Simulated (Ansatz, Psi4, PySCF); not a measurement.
HKO, charge -1, doublet, at a GFN2-xTB geometry (such geometries of metal compounds can be far from the true shape) (a state made from the parent by changing its charge; the spin is typed, not shown lowest). Base run: WB97M-V/def2-SVP in PySCF.

Geometry (Å):
```xyz
3

K      0.0000     0.0000    -1.0536
O      0.0000     0.0000     2.1167
H      0.0000     0.0000     3.0853
```
Charge -1, spin multiplicity 2.
Orbitals are unrestricted.
All else is at PySCF's defaults.

The same geometry, method and basis name were run in Ansatz (an electronic-structure program) and Psi4 and PySCF, at each program's defaults and at the settings that a row names. The base is PySCF at its defaults. Differences at the defaults can come from grids, fitting, cores and function types together.

```tsv
code and settings	ΔE vs base (µEh)	basis functions	E (Eh)	SCF cycles
PySCF, defaults (exact integrals, its default grid, spherical functions)	0.0	43	-675.51530	13
Psi4, defaults (density fitting with its default set, its default grid, spherical functions)	18.5	43	-675.51528	12
Ansatz, defaults (factorised integrals, its default grid, spherical functions)	4.6	43	-675.51529	-
PySCF, density fitting with def2-universal-jkfit	-18.5	43	-675.51532	13
PySCF, fine grid	6.4	43	-675.51529	13
Psi4, exact integrals, spherical functions, fine grid	24.9	43	-675.51527	14
Ansatz, high accuracy	5.5	43	-675.51529	-
```

Open shells are given as the SCF converged; they aren't shown to be the lowest states, and a large step between rows can be another state.
